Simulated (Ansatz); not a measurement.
`C[SiH2][SiH](F)[SiH3]`. Charge 0, multiplicity 1. All single points use the PBE0-D4/def2-TZVP geometry. It is one conformer, not always the lowest.

```xyz
14

C    -1.644    1.665    1.372
Si   -0.760    0.055    0.997
Si    0.526    0.184   -0.961
F     1.539    1.440   -0.852
Si    1.757   -1.771   -1.361
H    -0.924    2.477    1.498
H    -2.228    1.580    2.291
H    -2.321    1.934    0.558
H    -1.737   -1.054    0.789
H     0.126   -0.333    2.131
H    -0.361    0.446   -2.132
H     0.797   -2.899   -1.504
H     2.666   -2.060   -0.220
H     2.563   -1.664   -2.607
```

Question: What is the dipole moment at r2SCAN/def2-TZVPP? (Estimate.)

Answer: Computed: 1.33 D, with components (-1.25, -0.06, 0.46) D in this frame, pointing from negative to positive charge.

Question: And with PBE, B3LYP, ωB97M-V? (Best estimate.)

Answer: The calculation gave: PBE 1.32 D, B3LYP 1.33 D, ωB97M-V 1.31 D.

Question: Give the Mulliken charges with r2SCAN, PBE, ωB97M-V in def2-TZVPP. (Best estimate.)

Answer: Computed: 
| atom | r2SCAN | PBE | ωB97M-V |
| --- | --- | --- | --- |
| C1 | -0.30 | -0.37 | -0.45 |
| Si2 | 0.20 | 0.13 | 0.12 |
| Si3 | 0.48 | 0.44 | 0.41 |
| F4 | -0.34 | -0.29 | -0.32 |
| Si5 | 0.13 | 0.06 | 0.01 |
| H6 | 0.09 | 0.12 | 0.13 |
| H7 | 0.08 | 0.11 | 0.13 |
| H8 | 0.08 | 0.11 | 0.12 |
| H9 | -0.07 | -0.06 | -0.03 |
| H10 | -0.07 | -0.05 | -0.02 |
| H11 | -0.10 | -0.09 | -0.05 |
| H12 | -0.06 | -0.04 | -0.02 |
| H13 | -0.06 | -0.04 | -0.01 |
| H14 | -0.06 | -0.04 | -0.01 |

B3LYP here is the variant with VWN-RPA as its local correlation; programs differ in this.
